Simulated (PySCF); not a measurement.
SMILES B[SiH2]B (B3LYP/def2-SVP optimised geometry):

```
9

B      0.988    -0.948     0.000
Si    -1.033    -0.948     0.000
B     -1.492     1.021     0.000
H      1.608    -0.919    -1.034
H      1.608    -0.919     1.034
H     -1.575    -1.631    -1.217
H     -1.575    -1.631     1.217
H     -1.601     1.631    -1.034
H     -1.608     1.630     1.034
```

Method: B3LYP/def2-TZVP (PySCF).

Question: What are the frontier orbital energies and the dipole moment?

Answer: HOMO-2 -8.93 eV, HOMO-1 -8.74 eV, HOMO -7.80 eV, LUMO -3.19 eV, LUMO+1 -1.79 eV; dipole moment 0.17 D.

On the same geometry PBE/def2-TZVP (PySCF 2.14.0) gives HOMO-2 -7.82 eV, HOMO-1 -7.75 eV, HOMO -6.89 eV, LUMO -3.98 eV, LUMO+1 -2.66 eV; dipole moment 0.13 D.

Meta-Löwdin charges at B3LYP/def2-TZVP: B1 -0.15, Si2 0.35, B3 -0.15, H4 0.03, H5 0.03, H6 -0.08, H7 -0.09, H8 0.03, H9 0.03.
